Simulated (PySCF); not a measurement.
ClFHInO, SMILES [In]([F])([Cl])[OH]. Geometry: B3LYP-D3(BJ)/def2-SVP. The def2 effective core potentials stand for the cores of In; spin–orbit coupling is left out. Other conformers were not sampled.

These are B3LYP-D3(BJ)/def2-SVP (PySCF) values and carry that method's errors.

Harmonic wavenumbers (cm⁻¹): 100, 118, 125, 285, 375, 600, 623, 862, 3799. Rotational constants (GHz): 4.902, 2.291, 1.561; symmetry number 1.

Q: Work out the zero-point energy and the ideal-gas rigid-rotor harmonic-oscillator thermochemistry at 298.15 K and 1 atm.

A: ZPE = ½ Σ hcν = ½ × 6887 cm⁻¹ = 9.84 kcal/mol. H − E(el) = 14.26 kcal/mol. Entropy in cal/(mol K): translation 41.57, rotation 27.31, vibration 13.19, total 82.07. G − E(el) = -10.21 kcal/mol. Cp = 19.55 cal/(mol K). Modes under 150 cm⁻¹ make the vibrational entropy uncertain.
